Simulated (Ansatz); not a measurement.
A geometry relaxed with PBE0-D3(BJ)/def2-TZVP in Ansatz (a quantum-chemistry and plane-wave program), charge 0, multiplicity 1:

```xyz
12

N     -0.3710    -0.6561     0.4985
C     -1.4708     0.2748     0.3573
H     -0.6957    -1.6093     0.4148
H     -1.1037     1.2861     0.5340
H      1.3260    -1.3379    -0.4351
H      1.9004     0.6191     0.8403
H     -2.2389     0.0551     1.1011
N      1.4221     0.7701    -0.0390
C      0.7083    -0.4269    -0.4290
H      0.3559    -0.2649    -1.4638
H     -1.9370     0.2564    -0.6419
H      2.1042     1.0336    -0.7373
```

Q: Write the SMILES of this molecule.

A: `CNCN`
